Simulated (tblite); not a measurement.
Compound: C₆H₁₃FOSi.
Z-matrix (Å and degrees, GFN2-xTB geometry), rows numbered from 1:
```
C 
C   1  1.5295
C   2  1.5298  1  110.27
Si  2  1.9158  1  111.11  3  -124.01
C   4  1.9258  2  108.59  1   179.60
O   5  1.2053  4  123.85  2   103.09
C   4  1.9266  2  112.14  1   -63.28
C   7  1.5202  4  114.52  2   -51.59
F   7  1.3968  4  108.31  2    70.18
H   1  1.0872  2  110.56  3    59.49
H   1  1.0889  2  110.47  3   -60.23
H   1  1.0864  2  111.22  3   179.44
H   2  1.0971  1  107.68  3   116.85
H   3  1.0874  2  111.00  1   176.51
H   3  1.0888  2  110.30  1    56.55
H   3  1.0876  2  110.78  1   -63.03
H   4  1.4690  2  111.64  1    60.78
H   5  1.1110  4  117.30  2   -76.36
H   7  1.0966  4  110.49  2  -175.83
H   8  1.0885  7  110.43  4  -179.36
H   8  1.0876  7  110.55  4    60.66
H   8  1.0862  7  108.93  4   -59.55
```

Computed with GFN2-xTB (tblite): harmonic, unscaled wavenumbers at the GFN2-xTB geometry, gas phase. Errors from tens to a few hundred cm⁻¹ against measured bands are possible. Modes of hydrogen on silicon can be 10 to 20 % off. One conformer, not necessarily the lowest.

Harmonic wavenumbers (cm⁻¹): 38.1, 42.0, 51.5, 93.7, 104.6, 147.1, 217.9, 220.0, 226.1, 232.4, 245.1, 289.4, 338.4, 382.1, 430.4, 434.3, 564.5, 600.2, 637.5, 681.5, 720.5, 777.0, 906.4, 942.9, 946.3, 992.8, 1002.3, 1040.3, 1063.4, 1117.5, 1128.4, 1173.8, 1248.7, 1265.3, 1286.7, 1294.3, 1364.4, 1397.8, 1413.9, 1427.2, 1475.5, 1496.3, 1497.9, 1503.6, 1508.5, 1511.2, 1740.9, 2224.8, 2695.9, 2904.5, 2906.0, 3015.3, 3019.0, 3027.1, 3031.5, 3038.1, 3038.9, 3040.6, 3053.7, 3055.6.

A = 1328, B = 1185, C = 745.3 MHz; mass 148.072 u (most abundant isotopes); point group C1, symmetry number 1.

Question: What is the zero-point energy?

Answer: Half the sum of the wavenumbers: 38636 cm⁻¹ = 110.47 kcal/mol.

Question: What is S at 273.15 K and 1 bar for an ideal gas of classical rigid rotors and harmonic oscillators?

Answer: Translation 40.48, rotation 29.73, vibration 39.88: S = 110.1 cal/(mol K).

Question: And Cp and H(273.15 K) − H(0)?

Answer: Cp = 44.15 cal/(mol K), of which vibrations give 36.20 (their classical limit is 60 R = 119.2); H(273.15 K) − H(0) = 7.63 kcal/mol without the zero-point energy, 5.46 from vibrations.

Question: Blend soft modes into free rotors: weight 1/[1 + (100 cm⁻¹/ν̃)⁴] for the oscillator and the rest for a rotor with moment μB/(μ + B), μ = h/(8π²ν), B = 10⁻⁴⁴ kg m². What vibrational entropy results?

Answer: 35.54 cal/(mol K) in place of 39.88, which changes −T·S at 273.15 K by +1.19 kcal/mol.

Question: How do the functions run with temperature in this model?

Answer: 
| T (K) | S (cal/(mol K)) | Cp (cal/(mol K)) | H − H(0) (kcal/mol) | G − H(0) (kcal/mol) | ln q(vib) |
| --- | --- | --- | --- | --- | --- |
| 150 | 88.0 | 30.8 | 3.00 | -10.19 | 5.26 |
| 250 | 106.3 | 41.7 | 6.64 | -19.94 | 9.16 |
| 298.15 | 114.1 | 46.8 | 8.77 | -25.25 | 10.93 |
| 400 | 129.3 | 57.3 | 14.07 | -37.65 | 14.51 |
| 600 | 155.9 | 74.2 | 27.31 | -66.24 | 21.08 |
| 900 | 189.5 | 91.2 | 52.31 | -118.22 | 30.00 |

q(vib) and H(0) count from the zero-point level.

Hindered rotation and anharmonicity are outside this model. Other conformers, if any are populated, would add a mixing term that is left out. The structure is chiral; the term R ln 2 for an equal mix with its mirror image is left out.
